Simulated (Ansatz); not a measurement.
ClH₄N₂STa, SMILES `[NH2][Ta]([NH2])(=[S])[Cl]`, relaxed with RKS PBE-D4/def2-SVP in Ansatz 0.2.0 from a rough embedded geometry. The force threshold is 0.03 eV/Å; the program also tests the step.

Total charge 0; spin multiplicity 1. Ta: def2 effective core potential.

Start:

```xyz
9

N    -1.140    1.533   -0.267
Ta   -0.190   -0.215    0.590
N     1.881   -0.338   -0.128
S    -0.231   -0.065    2.765
Cl   -1.447   -2.296   -0.064
H    -0.778    1.587   -1.314
H    -2.165    1.280   -0.401
H     1.886   -0.093   -1.081
H     2.184   -1.392   -0.101
```

By how much does the energy fall, and how many steps does the optimiser take? (Estimate.)

Ansatz gave: 193.11 kJ/mol, in 10 steps, 1 of them rejected.

Which bonds change most? (An estimate is asked.)

Ansatz gave: Ta2–N3 from 2.195 to 1.976 Å; N1–Ta2 from 2.166 to 1.975 Å; Ta2–Cl5 from 2.517 to 2.340 Å; N1–H6 from 1.109 to 1.028 Å.

Give the relaxed structure. (Estimate.)

Computed: 
```xyz
9

N    -1.156    1.184   -0.391
Ta   -0.280   -0.407    0.385
N     1.602   -0.532   -0.202
S    -0.272   -0.156    2.550
Cl   -1.428   -2.328   -0.299
H    -1.188    1.392   -1.397
H    -1.604    1.943    0.131
H     1.901   -0.534   -1.185
H     2.426   -0.561    0.408
```
